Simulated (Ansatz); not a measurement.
Coupled-cluster diagnostics for the cluster YSi₆ (the lowest doublet isomer of a short search), Ansatz.

Geometry of the doublet (PBE-D4/def2-SVP):

```xyz
7

Y    -0.575    1.615   -1.440
Si   -0.328   -1.099    0.819
Si    0.797    1.144    0.890
Si   -1.810    0.750    0.865
Si    2.009   -0.962    1.230
Si    1.226   -0.415   -1.030
Si   -1.319   -1.034   -1.334
```

In the def2 sets Y takes a core potential; there is no spin–orbit coupling. Correlated methods freeze 30 core orbitals; core or outer-core shells of Y are correlated, in sets that lack core-valence functions. In CCSD on the charge 0 quartet the largest single amplitude is 0.69, so its Hartree–Fock determinant may place the open shell otherwise than the density functionals do. At PBE0-D4/def2-TZVP a triplet of charge 1 lies 0.24 eV below the restricted singlet at the same geometry. Another isomer (doublet) lies 0.07 eV lower at r2SCAN-D4/def2-TZVP.

Geometry of the charge 0 quartet (PBE-D4/def2-SVP):

```csv
atom,x (Å),y (Å),z (Å)
Y1,0.7654,-2.0381,0.9093
Si2,-0.4138,0.9417,-1.2010
Si3,1.1125,0.7905,0.8417
Si4,1.5324,-0.5699,-1.2683
Si5,-0.7357,2.3291,0.7672
Si6,-1.2351,-0.0106,1.0224
Si7,-1.0257,-1.4428,-1.0714
```

Estimate the CCSD(T) correlation energy, the shares of MP2 and (T), T1 and the reference's ⟨S²⟩ for: charge 0, doublet, own geometry in def2-SVP; charge 0, quartet, own geometry in def2-SVP; charge 1, singlet, vertical in def2-SVP; and the rough time on 4 threads of Intel Xeon Platinum 8259CL on a shared host.


```json
{"state": "charge 0, doublet, own geometry", "basis": "def2-SVP", "correlation (eV)": "-22.942", "MP2 share (%)": "91.9", "(T) share (%)": "7.9", "T1": "0.044", "⟨S²⟩ (pure)": "0.95 (0.75)", "wall time": "73 s", "remarks": "spin-contaminated (⟨S²⟩ 0.95)"}
{"state": "charge 0, quartet, own geometry", "basis": "def2-SVP", "correlation (eV)": "-22.418", "MP2 share (%)": "89.5", "(T) share (%)": "8.0", "T1": "0.096", "⟨S²⟩ (pure)": "4.01 (3.75)", "wall time": "30 s", "remarks": "large T1 (0.096), spin-contaminated (⟨S²⟩ 4.01)"}
{"state": "charge 1, singlet, vertical", "basis": "def2-SVP", "correlation (eV)": "-22.846", "MP2 share (%)": "92.6", "(T) share (%)": "8.2", "T1": "0.027", "⟨S²⟩ (pure)": "0.00 (0.00)", "wall time": "29 s", "remarks": "restricted SCF unstable"}
```
Customary marks for T1 are 0.02 (closed shells), 0.045 (open shells) and about 0.05 (3d metals). T1 exceeds 0.02 in 3 of 3 rows and 0.045 in 1; the higher it lies, the less the single-reference result can be trusted.
